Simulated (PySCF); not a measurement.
A calculated (MN15, PySCF 2.14, aug-cc-pVDZ, no relativity, point nucleus) atom or ion has these occupied shells.

| shell | electrons | orbital energy (eV) | rms radius, mean of both spins (bohr) |
| --- | --- | --- | --- |
| 1s β | 1 | -6915.1 | 0.0685 |
| 1s α | 1 | -6915.0 | 0.0685 |
| 2s α | 1 | -798.44 | 0.296 |
| 2s β | 1 | -797.85 | 0.296 |
| 2p α | 3 | -700.77 | 0.262 |
| 2p β | 3 | -699.88 | 0.262 |
| 3s α | 1 | -93.853 | 0.895 |
| 3s β | 1 | -91.653 | 0.895 |
| 3p α | 3 | -64.341 | 0.942 |
| 3p β | 3 | -60.968 | 0.942 |
| 3d α | 5 | -12.037 | 1.28 |
| 3d β | 1 | -8.489 | 1.28 |
| 4s α | 1 | -6.638 | 3.33 |
| 4s β | 1 | -6.185 | 3.33 |

Question: Name the element and its charge.

Answer: Fe (iron, neutral), in [Ar] 3d6 4s2, high-spin 5D determinant.
